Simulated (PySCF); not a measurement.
C2H6GeN2, SMILES N1[CH2][Ge@H]([CH]=1)[NH2]. Atoms are numbered in the order given.

```xyz
11

N      1.8926     0.0356     0.7942
Ge     0.4102    -0.2117    -0.2373
C     -1.3021    -0.7153     0.6102
N     -1.9738     0.2954     0.2030
C     -1.0330     1.1594    -0.5211
H      2.7805     0.1416     0.3147
H      1.8273     0.6891     1.5676
H      0.8982    -1.0225    -1.4576
H     -1.7701    -1.5161     1.2023
H     -0.9059     2.1238    -0.0026
H     -1.3771     1.3758    -1.5458
```

Coordinates come from a PBE0-D3(BJ)/def2-SVP optimisation. The structure was generated by enumeration; whether it is a known compound was not checked. One conformer was computed; it need not be the lowest.

Vertical ionisation energy (IE) and electron affinity (EA) in eV. Rows of orbital energies are one-electron estimates. Where ΔSCF, EOM or ADC give a negative EA the extra electron is unbound and the value depends on the basis.

```tsv
level	IE	EA
−ε(HOMO), −ε(LUMO), PBE0/def2-TZVP (PySCF)	___	___
−ε(HOMO), −ε(LUMO), PBE/def2-TZVP (PySCF)	5.43	1.77
```

### Question
Some entries are withheld; supply them. (An estimate is asked for; the answer gives what the named calculation found.)

### Answer

- −ε(HOMO), −ε(LUMO), PBE0/def2-TZVP (PySCF), IE: 6.75
- −ε(HOMO), −ε(LUMO), PBE0/def2-TZVP (PySCF), EA: 0.70
